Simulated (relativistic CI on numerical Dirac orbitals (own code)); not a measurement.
**Radial parameters of Er⁴⁵⁺**

Computed by Dirac-Coulomb-Breit CI, KLI orbitals optimised for each configuration, a model potential for QED, unscaled Slater integrals (own radial code, finite nucleus).

Slater integrals F^k, G^k are unscaled and averaged over j, outside the closed core [Ne]; ζ comes from projecting the Hamiltonian with its Breit term on Σ l·s of the shell.

- 3s2 3p6 3d5: F^2(3d,3d) = 540540, F^4(3d,3d) = 349080, ζ(3d) = 153790 cm⁻¹; <r>(3d) = 0.1889, <r^2>(3d) = 0.04139 (bohr units).
- 3s2 3p5 3d6: ζ(3p) = 1.1545e+06, F^2(3d,3d) = 539680, F^4(3d,3d) = 348500, F^2(3p,3d) = 467990, G^1(3p,3d) = 499090, G^3(3p,3d) = 333000, ζ(3d) = 152430 cm⁻¹; <r>(3p) = 0.2114, <r^2>(3p) = 0.05174, <r>(3d) = 0.1892, <r^2>(3d) = 0.04151 (bohr units).
- 3s2 3p4 3d7: F^2(3p,3p) = 464510, ζ(3p) = 1.1536e+06, F^2(3d,3d) = 538800, F^4(3d,3d) = 347900, F^2(3p,3d) = 467580, G^1(3p,3d) = 499090, G^3(3p,3d) = 332880, ζ(3d) = 151090 cm⁻¹; <r>(3p) = 0.2116, <r^2>(3p) = 0.05183, <r>(3d) = 0.1895, <r^2>(3d) = 0.04163 (bohr units).

(1) Give the Racah parameters of the d shell in 3s2 3p6 3d5.

Averages of the first 10 configurations, taken without configuration mixing, which lowers the lowest level and can move excited configurations by several eV; other configurations of the list can lie among them:

| Configuration | Parity | States | Average energy above the lowest level (eV) |
| --- | --- | --- | --- |
| 3s2 3p6 3d5 | even | 252 | 105.4 |
| 3s2 3p5 3d6 | odd | 1260 | 500.3 |
| 3s2 3p4 3d7 | even | 1800 | 902.7 |
| 3s 3p6 3d6 | even | 420 | 845.0 |
| 3p6 3d7 | even | 120 | 1594.7 |
| 3s 3p5 3d7 | odd | 1440 | 1238.5 |
| 3s2 3p6 3d4 4s | even | 420 | 1596.8 |
| 3s2 3p6 3d4 4p | odd | 1260 | 1726.8 |
| 3s2 3p4 3d6 4s | even | 6300 | 2375.9 |
| 3s2 3p5 3d5 4s | odd | 3024 | 1982.6 |

Results:

(1) B = F²/49 − 5F⁴/441 = 7074 cm⁻¹ and C = 35F⁴/441 = 27705 cm⁻¹.
